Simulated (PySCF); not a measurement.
Species: C8H7FSi.
SMILES: `FC1=CC2=CC=CC=C2[SiH2]1`

Theory: TDDFT CAM-B3LYP/def2-SVPD, vertical, gas phase, core orbitals frozen in the response (PySCF 2.14.0, density-fitted response routines). Geometry: PBE0-D3(BJ)/def2-SVP; no solvent, vibrations or thermal averaging.

**Question.** What does the calculation give for the low-lying excited states?

**Answer.** 

```
state  E (eV)  E (kJ/mol)  λ (nm)       f  |μ| (D)  symmetry  main configurations (H = HOMO, L = LUMO)
   S1    4.32         416   287.3   0.068     2.04        A′                                 H→L (93%)
   S2    4.98         480   249.0   0.017     0.94        A′                  H-1→L (46%), H→L+1 (44%)
   S3    6.04         583   205.2  0.0009     0.20         –                   H→L+2 (84%), H→L+3 (9%)
   S4    6.05         584   204.8   0.654     5.34        A′                  H-1→L (48%), H→L+1 (47%)
   S5    6.08         587   203.8  0.0016     0.26         –                               H-3→L (94%)
   S6    6.33         610   196.0   0.108     2.12        A′    H-1→L+1 (71%), H→L+5 (14%), H-2→L (9%)
   S7    6.35         612   195.4  0.0026     0.33        A″                   H→L+3 (78%), H→L+2 (8%)
   S8    6.76         652   183.4  0.0019     0.27         –                  H→L+5 (49%), H-2→L (48%)
   S9    6.81         657   182.0   0.011     0.65        A″                               H-4→L (82%)
  S10    6.98         674   177.5  0.0001     0.07         –                H-1→L+2 (56%), H→L+4 (32%)
```

Triplets, Tamm–Dancoff:

| state | E (eV) | λ (nm) | main configurations (H = HOMO, L = LUMO) |
| --- | --- | --- | --- |
| T1 | 2.95 | 420.2 | H→L (85%) |
| T2 | 4.17 | 297.0 | H-1→L (48%), H-1→L+1 (25%) |
| T3 | 4.29 | 288.9 | H→L+1 (76%), H-1→L+1 (10%) |
| T4 | 4.71 | 263.2 | H-2→L (34%), H→L+5 (34%), H-1→L (21%) |

The lowest singlet lies at 4.32 eV (287 nm, ultraviolet) and is of moderate strength; its leading configuration is HOMO→LUMO (93%). The most intense listed level is S4 at 6.05 eV (205 nm, f = 0.654), 1.74 eV above S1. Löwdin shares by element: HOMO carbon 60% or more (atoms not listed hold the other 40%); LUMO carbon 52% or more (atoms not listed hold the other 48%). Orbital energies (eV): HOMO-3 -10.21, HOMO-2 -10.11, HOMO-1 -8.75, HOMO -7.72, LUMO -0.45, LUMO+1 0.49, LUMO+2 1.04. Weighted by f, the mean energy of these states is 5.94 eV. Of the 10 states listed, 5 reach f = 0.01 and 1 stays under 0.0005. All these states lie below the vertical ionisation energy of 8.31 eV (ΔSCF). Symmetry labels in Cs follow from the direction of the transition dipole and are given only for states with f of 0.002 or more. Only the lowest 10 singlets were computed, as vertical energies without vibronic structure.
